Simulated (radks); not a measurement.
Results of a calculation; reference values are marked as such.
Problem. All-electron atom: W IV in [Xe] 4f14 5d2 6s1 (not the ground configuration). Code: a radial shooting solver on a logarithmic mesh with Libxc functionals. Model: scalar-relativistic Kohn-Sham, PBEsol, spin-polarised, spherical densities, finite nucleus; open shells are filled with parallel spins first (spin-orbit coupling, left out, can overturn this in heavy ions); Fermi nuclear charge, rms radius 5.3658 fm. Some entries of the table are withheld. Estimate them.

| orbital | occ. | eigenvalue (eV) | <1/r> (bohr^-1) | <r> (bohr) |
|---|---|---|---|---|
| 1s up | 1 | -69477.12 | 87.02 | 0.01835 |
| 1s down | 1 | -69477.10 | 87.02 | 0.01835 |
| 2s up | 1 | -12019.96 | 20.35 | 0.07760 |
| 2s down | 1 | -12019.84 | 20.35 | 0.07760 |
| 2p up | 3 | -10520.19 | 18.45 | 0.06945 |
| 2p down | 3 | -10520.09 | 18.45 | 0.06945 |
| 3s up | 1 | -2793.187 | 7.535 | 0.2012 |
| 3s down | 1 | -2793.139 | 7.535 | 0.2012 |
| 3p up | 3 | -2348.855 | 6.959 | 0.2014 |
| 3p down | 3 | -2348.803 | 6.959 | 0.2014 |
| 3d up | 5 | -1836.776 | 6.576 | 0.1824 |
| 3d down | 5 | -1836.691 | 6.576 | 0.1824 |
| 4s up | 1 | -601.8129 | 3.204 | 0.4497 |
| 4s down | 1 | -601.6951 | 3.203 | 0.4497 |
| 4p up | 3 | -455.9962 | 2.911 | 0.4782 |
| 4p down | 3 | -455.8797 | 2.911 | 0.4781 |
| 4d up | 5 | -270.9928 | 2.589 | 0.5116 |
| 4d down | 5 | -270.8497 | 2.590 | 0.5114 |
| 5s up | 1 | -111.8784 | 1.258 | 1.063 |
| 5s down | 1 | -110.7517 | 1.265 | 1.057 |
| 5p up | 3 | -75.6903 | 1.065 | 1.232 |
| 5p down | 3 | -74.1574 | 1.075 | 1.222 |
| 4f up | 7 | (1) | 2.085 | 0.6069 |
| 4f down | 7 | (2) | 2.091 | 0.6037 |
| 5d up | 2 | -34.5156 | 0.7468 | 1.715 |
| 5d down | 0 | -32.2421 | 0.7579 | 1.697 |
| 6s up | 1 | -30.6964 | (3) | (4) |
| 6s down | 0 | -28.1524 | (5) | (6) |

Solution. 
(1) 4f up eigenvalue (eV): -65.9720
(2) 4f down eigenvalue (eV): -65.6817
(3) 6s up <1/r> (bohr^-1): 0.5070
(4) 6s up <r> (bohr): 2.526
(5) 6s down <1/r> (bohr^-1): 0.5025
(6) 6s down <r> (bohr): 2.543
